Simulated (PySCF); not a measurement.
# Electric field gradients and quadrupole coupling constants

C₄H₇N₃S.
Geometry (GFN2-xTB, Å), atoms numbered from 1 in this order:
```xyz
15
C4H7N3S angstrom
C      2.6265   -0.2379   -0.0832
S      1.1996    0.7466   -0.6156
C     -0.0816   -0.1680    0.1295
C     -0.1301   -1.3120    0.9083
N     -1.4177   -1.5513    1.1974
N     -2.1552   -0.6535    0.6632
N     -1.3801    0.2044    0.0064
C     -1.9065    1.3300   -0.7029
H      2.5368   -1.2464   -0.4755
H      2.6769   -0.2450    1.0014
H      3.5047    0.2483   -0.4962
H      0.6549   -1.9468    1.2602
H     -2.9876    1.3159   -0.5843
H     -1.4985    2.2575   -0.2971
H     -1.6464    1.2663   -1.7610
```

Field gradients from the PBE0/pcSseg-1 density (PySCF, non-relativistic), principal values in atomic units, ordered |Vxx| ≤ |Vyy| ≤ |Vzz|:

| atom | Vxx | Vyy | Vzz |
| --- | --- | --- | --- |
| S2 | 0.4314 | 2.4594 | -2.8907 |
| N5 | 0.5191 | 0.5697 | -1.0888 |
| N6 | 0.1157 | 0.8802 | -0.9959 |
| N7 | 0.2536 | 0.4300 | -0.6837 |

Task: Find the asymmetry η = (Vxx − Vyy)/Vzz and the couplings χ = eQV/h (234.96 MHz × Q in barn × V in au), with Q(33S) = −0.0678 b, Q(14N) = 0.02044 b.

Result: 
```tsv
atom	environment	nucleus	η	χzz (MHz)	χxx (MHz)	χyy (MHz)
S2	sulfide sulfur	33S	0.70	46.05	-6.87	-39.18
N5	pyridine-type nitrogen	14N	0.05	-5.23	2.49	2.74
N6	pyridine-type nitrogen	14N	0.77	-4.783	0.556	4.227
N7	pyrrole-type nitrogen	14N	0.26	-3.283	1.218	2.065
```

Task: What is Vzz at S2 in SI units (1 au = 9.71736 × 10²¹ V/m²)?

Result: -2.8907 au = -28.090 × 10²¹ V/m².

Task: And the gradient at the other heavy atoms, for which no coupling is worked out here?

Result: 
```csv
atom,environment,Vzz (au),η
C1,S-methyl carbon,0.316,0.07
C3,substituted aromatic carbon,-0.170,0.81
C4,aromatic CH next to a ring nitrogen,-0.129,0.16
C8,N-methyl carbon,0.349,0.12
```

Task: What couplings would deuterons (Q(2H) = 0.00286 b) have in place of the hydrogens, at this geometry?

Result: 
```tsv
atom	bonded to	bond length (Å)	Vzz (au)	η	χzz (kHz)
H9	C1	1.086	0.3117	0.03	209
H10	C1	1.086	0.3117	0.03	209
H11	C1	1.085	0.3148	0.06	212
H12	C4	1.069	0.3505	0.09	236
H13	C8	1.088	0.3035	0.06	204
H14	C8	1.091	0.2976	0.07	200
H15	C8	1.091	0.2976	0.07	200
```

Isolated species at its GFN2-xTB geometry (one conformer only). GFN2-xTB bond lengths can be off by several hundredths of an ångström, more for odd bonds, and the gradients follow them. With so small a basis the couplings can be 20 % off.
